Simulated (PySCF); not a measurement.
# Ni⁺: excitation energy

Ni⁺ [Ar] 3d9 (2D) → Ni⁺ [Ar] 3d8 4s1 (4F), as a difference of total energies. All numbers are calculated (PySCF 2.14, the non-relativistic Hamiltonian (point nucleus), in dyall-av2z (16s12p7d2f, 101 functions)). Correlated levels: valence: [Ar] frozen; virtual orbitals above 40 to 60 times the deepest correlated orbital energy dropped. The calculations carry no spin-orbit coupling.

```json
{"method": "UHF", "excitation energy (eV)": "-0.697"}
{"method": "LDA", "excitation energy (eV)": "1.894"}
{"method": "PBE", "excitation energy (eV)": "1.499"}
{"method": "PBE0", "excitation energy (eV)": "1.136"}
{"method": "r2SCAN", "excitation energy (eV)": "0.743"}
{"method": "MN15", "excitation energy (eV)": "2.524"}
{"method": "PBEsol", "excitation energy (eV)": "1.627"}
{"method": "BP86", "excitation energy (eV)": "1.481"}
{"method": "r2SCAN0", "excitation energy (eV)": "0.575"}
{"method": "MP2 (valence)", "excitation energy (eV)": "1.653"}
{"method": "SCS-MP2 (valence)", "excitation energy (eV)": "1.525"}
```

How much does correlation contribute at MP2 (valence)?

1.653 − (-0.697) = 2.350 eV, measured against UHF.

These non-relativistic numbers lack the scalar-relativistic shift.

Errors of the correlated levels include the incompleteness of this basis and the frozen core.

For comparison: 1.085 eV (measured; NIST levels, between the centres of gravity of the two terms).
